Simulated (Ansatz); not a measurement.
`B[SiH2][SiH2][SiH3]` + `F[SiH3]` → `[SiH3][SiH2][SiH3]` + `B[SiH2]F` at 298.15 K and 1 bar (redistribution).

Program: Ansatz. Geometries: PBE0-D4/def2-TZVP. ΔE: electronic, gas phase. CCSD(T)/CBS is the MP2 limit (def2-TZVPP, def2-QZVPP) plus CCSD(T) − MP2 in def2-TZVPP, frozen cores. This one scheme is used for every species. Each species was taken in one conformer, which may not be the lowest.

```tsv
species	CCSD(T)/CBS energy (Eh)	H − E (kJ/mol)	S (J/(mol·K))
`B[SiH2][SiH2][SiH3]`	-897.39286	233.2	396.8
`F[SiH3]`	-390.72345	82.7	238.5
`[SiH3][SiH2][SiH3]`	-872.02658	195.8	347.4
`B[SiH2]F`	-416.08532	118.3	289.1
```

H − E and S are ideal-gas, rigid-rotor, harmonic terms from PBE0-D4/def2-TZVP, for one conformer and one mirror image of each species. 1 Eh = 2625.50 kJ/mol, R = 8.31446 J/(mol·K).

Problem. By hand: ΔE, ΔH, ΔS and ΔG.

Solution. ΔE = (-872.02658) + (-416.08532) − (-897.39286) − (-390.72345) = 0.00441 Eh = 11.6 kJ/mol. Δ(H − E) = 195.8 + 118.3 − 233.2 − 82.7 = -1.8, so ΔH = 9.8 kJ/mol. ΔS = 347.4 + 289.1 − 396.8 − 238.5 = 1.2 J/(mol·K). ΔG = 9.8 − 298.15 × (1.2)/1000 = 9.4 kJ/mol.

Problem. By hand: the equilibrium constant, and the temperature at which ΔG would vanish if ΔH and ΔS stayed fixed.

Solution. log₁₀ K = −ΔG/(RT ln 10) = -1.6. ΔG = 0 at ΔH/ΔS = 8167 K, far beyond where these terms or the molecules hold.

The number of gas molecules stays the same, so ΔS is small and ΔH decides. A doubt of 5 kJ/mol in ΔE shifts log₁₀ K by 0.9 here. Other conformers and mirror images would add mixing entropy, several J/(mol·K) or more a flexible species. Modes under 60 cm⁻¹, often nearly free rotors, make the harmonic entropy too high. These are equilibria of isolated gas molecules and say nothing of rates. Largest T1 diagnostic: 0.014 (customary marks: 0.02 for closed shells, 0.045 for open ones).
